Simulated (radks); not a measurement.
The numbers below are computed, except where a source is named.
Task: These are the eigenvalues of the occupied orbitals of an atom or ion with whole-number occupations (hartree). Level of theory: scalar-relativistic Kohn-Sham, PBE, spin-polarised, spherical densities, finite nucleus; Fermi nuclear charge, rms radius of each element as measured or else 0.836 A^(1/3) + 0.57 fm (a radial shooting solver on a logarithmic mesh with Libxc functionals).

orbital  eigenvalue
1s up     -590.3361
1s down   -589.4875
2s up     -128.8651
2s down   -127.3856
2p up     -122.8549

Which element is it, and in what charge state? The configuration may be excited. Open shells, if any, are filled with parallel spins first.

Result: Z = 36, krypton, charge +29: Kr29+ in [He] 2s2 2p3. The list shows which subshells hold electrons but not how many an open one holds; the 1s level, -590.34 hartree, gives Z - s = 34.4 by -(Z - s)^2/2, which with screening and relativity narrows Z to a few neighbours, and the depths of the outer levels then fix element, charge and occupations together.
